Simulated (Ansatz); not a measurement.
A structure relaxed at PBE-D4/def2-SVP in Ansatz, charge -1, doublet:

```csv
atom,x (Å),y (Å),z (Å)
Al1,0.896,-1.332,2.033
Al2,-1.047,-1.228,-0.030
Al3,0.947,0.778,0.099
Al4,-0.309,0.296,-2.247
Te5,-1.232,2.746,-1.760
Te6,-1.077,0.430,2.102
Te7,-0.054,-3.456,1.015
Te8,3.069,-0.178,1.480
Te9,-2.429,-1.335,-2.161
Te10,1.235,3.278,-0.530
```

(1) Give its formula.

(2) Summarise the bond lengths by kind (pairs closer than 1.2 times the sum of covalent radii, bridged metal pairs left out).

## Answers

(1) the cluster Al₄Te₆⁻.

(2) 11 × Al–Te 2.52 to 2.87 Å; 1 × Te–Te 2.81 Å; 1 × Al–Al 2.70 Å.

In the def2 sets Te takes a core potential; there is no spin–orbit coupling. The relaxation made no stability test and no search for a lower SCF solution. Another isomer (doublet) lies 1.84 eV lower at PBE0-D4/def2-SVP; other spin states weren't run for this one.
